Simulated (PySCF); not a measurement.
## Computed structure and properties of [La(HCN)]3+

System: [La(HCN)]3+ (singlet); start: template (C∞v). Method: PySCF 2.14.0, RKS PBE0, La lcecp-1-SVP with ECP46, N def2-SVP, C def2-SVP, H def2-SVP; non-relativistic Hamiltonian with scalar-relativistic core potentials where named; density fitting; no spin-orbit coupling.

Input of the relaxation:

```python
mol = gto.M(atom='''
La     0.00000     0.00000    -0.52397
N      0.00000     0.00000     2.09603
C      0.00000     0.00000     3.25603
H      0.00000     0.00000     4.32603''',
    basis={'La': 'lcecp-1-SVP', 'N': 'def2-SVP', 'C': 'def2-SVP', 'H': 'def2-SVP'},
    ecp={'La': 'lcecp-1-SVP'},
    charge=3, spin=0)
mf = dft.RKS(mol, xc='PBE0')
mf.grids.atom_grid = (50, 194)  # f atoms: unpruned, at least (60, 302)
mf = mf.density_fit()  # fitting sets: La AutoAux, N def2-universal-JKFIT, C def2-universal-JKFIT, H def2-universal-JKFIT
mf.conv_tol = 1e-08; mf.max_cycle = 55
mf.kernel(dm0)  # dm0: converged density of the start geometry
# quasi-Newton relaxation in Cartesian coordinates to a largest gradient under 0.00045 Eh/bohr, steps kept in the point group
```

Run from Python with OMP_NUM_THREADS=2; the lines above give its settings. Where DIIS fails, smearing, a level shift and second-order steps follow.
It took 6.8 s on 2 threads of AMD EPYC 9B45 (Zen 5) (shared host), from the converged density of the start.

Course of the relaxation:

| step | energy above end (eV) | largest force component within the symmetry (eV/Å) |
| --- | --- | --- |
| 0 | 0.2812 | 1.712 |
| 1 | 0.1183 | 1.320 |
| 2 | 0.0105 | 0.600 |
| 3 | 0.0013 | 0.196 |
| 4 | 0.0001 | 0.061 |
| 5 | 0.0000 | 0.028 |
| 6 | 0.0000 | 0.025 |
| 7 | 0.0000 | 0.000 |

Relaxed geometry (C∞v):

```xyz
4

La    0.0000    0.0000   -0.3478
N     0.0000    0.0000    2.0204
C     0.0000    0.0000    3.1846
H     0.0000    0.0000    4.2969
```

| contact | Å |
| --- | --- |
| La1–N2 (HCN) | 2.368 |

On the finer grid (75, 302):

```
HOMO                                                          : -26.25 eV
LUMO                                                          : -19.15 eV
Dipole about the centre of mass                               : 3.43 D
Set of Mulliken populations of La1 outside the core potential : s 2.04, p 6.03, d 0.33, f 0.02
D3(BJ) dispersion energy (not in the energies)                : -0.076 eV
```

```tsv
atom	Mulliken (e)	Löwdin (e)	spin (e)
La1	2.58	2.44	0.00
N2	-0.23	-0.11	0.00
C3	0.34	0.49	0.00
H4	0.31	0.17	0.00
```

The large-core potential holds the 4f shell empty.

On the grid (50, 194), as all that follows. Harmonic modes: a minimum; lowest 256 cm⁻¹ (negative: unstable), highest 3191 cm⁻¹, zero-point energy 0.494 eV.

Taking off one HCN (charge 0, singlet; the rest: singlet) in vacuum, both parts rigid, costs 4.95 eV; the small basis without counterpoise inflates it. Parting with an electron moved from the ligand to the metal can be far cheaper, even downhill.

Rigid scan of HCN along the line from its metal:

| distance to N2 (Å) | energy (eV) |
| --- | --- |
| 2.07 | 0.746 |
| 2.17 | 0.289 |
| 2.27 | 0.063 |
| 2.37 | 0.000 |
| 2.47 | 0.049 |
| 2.57 | 0.173 |
| 2.77 | 0.548 |

One start shape was tried, so this needn't be the lowest isomer.
